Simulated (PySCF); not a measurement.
A calculated (BP86, PySCF 2.14, x2c-TZVPall, the spin-free X2C one-electron Hamiltonian (Gaussian nucleus)) atom or ion has these occupied shells.

| shell | electrons | orbital energy (eV) | rms radius, mean of both spins (bohr) |
| --- | --- | --- | --- |
| 1s α | 1 | -273.26 | 0.314 |
| 1s β | 1 | -272.53 | 0.314 |
| 2s α | 1 | -14.467 | 1.75 |
| 2s β | 1 | -12.034 | 1.75 |
| 2p α | 2 | -6.121 | 1.97 |

Name the element and its charge.

C (carbon, neutral), in [He] 2s2 2p2, high-spin 3P determinant.
